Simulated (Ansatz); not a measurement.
Counterpoise correction, worked out

The pair of C2H4 (SMILES C=C, atoms 1–6) and H2Te (SMILES [TeH2], atoms 7–9), both closed shells, in one local arrangement (a lower one may exist), relaxed at PBE0-D4/def2-TZVP:

```xyz
9
angstrom
C -0.0879 0.8392 -1.1919
C 0.0781 -0.4616 -1.3825
H -1.0665 1.3033 -1.2480
H 0.7483 1.4950 -0.9743
H 1.0571 -0.9256 -1.3291
H -0.7578 -1.1167 -1.6026
Te -0.6033 -0.3931 2.0933
H 1.0191 -0.1357 1.9065
H -0.3871 -0.6050 3.7284
```

Computed with Ansatz 0.2.0 (basis: def2-TZVPPD); correlated methods freeze the cores. Filled d shells of the heavier atoms are correlated. Core potentials replace the inner electrons of the atoms past krypton. The def2 sets are not built for correlating such inner shells, so the correlated values are less sure here.

CCSD(T) total energies in eV:

| system | geometry | basis functions | energy |
| --- | --- | --- | --- |
| pair | pair | all | -9444.47177 |
| C2H4 | as in the pair | all (partner as ghosts) | -2134.50532 |
| H2Te | as in the pair | all (partner as ghosts) | -7309.89722 |
| C2H4 | as in the pair | its own | -2134.49683 |
| H2Te | as in the pair | its own | -7309.86268 |
| C2H4 | free (PBE0-D4 minimum) | its own | -2134.49518 |
| H2Te | free (PBE0-D4 minimum) | its own | -7309.86391 |

(1) Work out the interaction energy with and without the counterpoise correction, the superposition error, and the binding energy from the relaxed fragments.

The T1 diagnostic stays at or below 0.011.

Answers

(1) Without correction: -9444.47177 − (-2134.49683) − (-7309.86268) = -0.11226 eV.
With correction (each fragment in the whole basis): -9444.47177 − (-2134.50532) − (-7309.89722) = -0.06923 eV = -1.60 kcal/mol.
The superposition error is the difference, 0.04303 eV, 38 % of the uncorrected value: each fragment borrows its partner's functions.
Deformation from the free shapes: -0.00165 eV for C2H4 and 0.00123 eV for H2Te (a small negative value is possible, since the free shapes are minima of another method).
Binding energy from relaxed fragments: -0.06923 + (-0.00165) + 0.00123 = -0.06965 eV = -1.61 kcal/mol (electronic, without zero-point energy; negative means bound). For comparison, the corrected interaction energy by CCSD(T) at an estimated basis limit (MP2 extrapolated from triple and quadruple zeta, plus CCSD(T) − MP2 in triple zeta) is -0.091 eV; triple zeta with the correction binds less.

For scale, one of the runs: CCSD(T)/def2-TZVPPD, 235 basis functions, launched by `ansatz run in.yaml --threads 4 --pin off --events-out ev --progress --plain --max-ram 9574MiB`. The run took 120 s on 4 CPU threads of an Arm Neoverse V1 (shared host), with 4.7 GiB of host memory at its peak.
